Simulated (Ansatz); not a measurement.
Ansatz (a quantum-chemistry and plane-wave program) input (CCSD(T)/def2-SVPD):

Ansatz 0.2 input:
```yaml
crystal:
  periodic: [false, false, false]
  atoms:
    - {symbol: Ge, position_ang: [0.09738810, 0.07696862, 0.16737032]}
    - {symbol: Cl, position_ang: [-0.57146778, 2.38390255, -0.08161489]}
    - {symbol: Cl, position_ang: [2.08446438, -1.29122432, 0.06305381]}
    - {symbol: Cl, position_ang: [-1.69331736, -1.23939577, -0.39815570]}
    - {symbol: H, position_ang: [-0.05096626, 0.03120247, 1.72833496]}
basis:
  gaussian:
    orbitals: def2-SVPD
total_charge: -1
magnetization: {spin_polarized: true, initial_magnetization: 1}
correlation: {method: ccsd_t, electrons: outside_noble_gas}
output: {forces: true}
```

End of the output:

```
cycle   8  -15.85866559 eV  change   -5.5e-5 eV  update   1.2e-4
cycle   9  -15.85865586 eV  change    9.7e-6 eV  update   5.8e-5
cycle  10  -15.85863537 eV  change    2.0e-5 eV  update   2.4e-5
cycle  11  -15.85863802 eV  change   -2.6e-6 eV  update   1.2e-5
cycle  12  -15.85864083 eV  change   -2.8e-6 eV  update   5.5e-6
cycle  13  -15.85864299 eV  change   -2.2e-6 eV  update   2.1e-6
perturbative correction -0.49719621 eV, -0.0182716237 hartree
the calculation of the forces begins
Total energy: -94002.77529120 eV, -3454.5382745819 hartree
Atom 0 at     0.097388     0.076969     0.167370 Å, force     0.093962     0.069667     0.044782 eV/Å
Atom 1 at    -0.571468     2.383903    -0.081615 Å, force    -0.080699     0.057573     0.045402 eV/Å
Atom 2 at     2.084464    -1.291224     0.063054 Å, force     0.027531    -0.092189     0.051297 eV/Å
Atom 3 at    -1.693317    -1.239396    -0.398156 Å, force    -0.061665    -0.044375     0.004798 eV/Å
Atom 4 at    -0.050966     0.031202     1.728335 Å, force     0.020871     0.009325    -0.146279 eV/Å
Dipole moment:    -0.073457    -0.048263     0.122520 e Å
```
